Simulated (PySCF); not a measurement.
This PySCF input asks for the NMR shieldings of `N#C[SiH2][Si@@](N)(C#N)S[SiH3]`, C$_{2}$H$_{7}$N$_{3}$SSi$_{3}$; the geometry comes from GFN2-xTB.

```python
import basis_set_exchange as bse
import numpy as np
from pyscf import gto, dft
from pyscf.prop import nmr

atoms = """
N    -3.521599    0.123787   -2.039673
C    -2.613254    0.591133   -1.519802
Si   -1.123541    1.270145   -0.623713
Si   -0.332882   -0.560933    0.558250
N    -1.613844   -1.428794    1.282519
C     0.739712   -1.606608   -0.584141
N     1.417757   -2.202809   -1.290118
S     0.955113   -0.130784    2.254355
Si    2.709500    0.743981    1.396348
H    -1.626430    2.401032    0.160242
H    -0.231865    1.755770   -1.682753
H    -1.474719   -1.955511    2.129675
H    -2.402236   -1.762396    0.754477
H     3.522069    1.032747    2.562283
H     2.281610    1.949038    0.688652
H     3.307010   -0.210854    0.476957
"""
names = dict.fromkeys(["N", "C", "Si", "S", "H"], "pcSseg-1")
basis = {el: gto.basis.parse(bse.get_basis(n, elements=[el], fmt="nwchem")) for el, n in names.items()}
mol = gto.M(atom=atoms, basis=basis, charge=0, verbose=0)
mf = dft.RKS(mol, xc="PBE0")
mf.grids.level = 2
mf.grids.alignment = dft.numint.BLKSIZE   # the property module wants whole blocks of grid points
mf.conv_tol = 1e-9
mf.kernel()

calc = nmr.RKS(mf)   # GIAO
C = mf.mo_coeff
Co = C[:, mf.mo_occ > 0]
resp = mf.gen_response(singlet=True, hermi=2)
def vind(x):   # induced exchange potential for any number of trial vectors
    d = np.einsum("pi,xij,qj->xpq", C, 2 * x.reshape(-1, C.shape[1], Co.shape[1]), Co, optimize=True)
    return np.einsum("xpq,pi,qj->xij", resp(d - d.transpose(0, 2, 1)), C, Co, optimize=True).ravel()
mo1, _ = nmr.rhf.solve_mo1(calc, with_cphf=vind)
sigma = calc.kernel(mo1)
for i, s in enumerate(sigma):   # ppm
    print("%2d %-2s %9.2f" % (i, mol.atom_pure_symbol(i), np.trace(s) / 3))
```

**Question.** What does it print?

**Answer.** 
```
 0 N    -106.78
 1 C      66.78
 2 Si    451.54
 3 Si    384.08
 4 N     244.29
 5 C      61.68
 6 N     -90.57
 7 S     771.80
 8 Si    410.24
 9 H      27.47
10 H      27.32
11 H      30.26
12 H      30.33
13 H      27.03
14 H      27.21
15 H      26.75
```

These numbers come from an equivalent density-fitted implementation of the same equations, which agrees with the script to about 0.01 ppm for H and up to a few tenths of a ppm for heavy atoms, so last digits may differ.

**Question.** Turn these shieldings into chemical shifts. Shifts are taken against calculated references (same method and geometry level): 15N (σ = 267.73 ppm) vs NH3; TMS for 13C (σ = 186.93 ppm), 29Si (σ = 349.16 ppm), 1H (σ = 31.72 ppm); 33S (σ = 503.73 ppm) against CS2.

**Answer.** Averaging equivalent atoms: N 0: 374.5; N 6: 358.3; N 4: 23.4; C 5: 125.2; C 1: 120.1; Si 3: -34.9; Si 8: -61.1; Si 2: -102.4; S 7: -268; H 13/14/15: 4.72; H 10: 4.40; H 9: 4.25; H 11/12: 1.42 ppm. Experimental scales use liquid or dissolved standards, which lie at an offset from isolated NH3 (liquid NH3: subtract about 20 ppm). Unscaled 15N shifts of sp2 nitrogen come out 20 to 40 ppm too high even then.

Size and cost of the density-fitted run: 216 basis functions, 83 s wall time on 1 thread of an Arm Neoverse V1, shared host; peak memory 0.9 GiB.
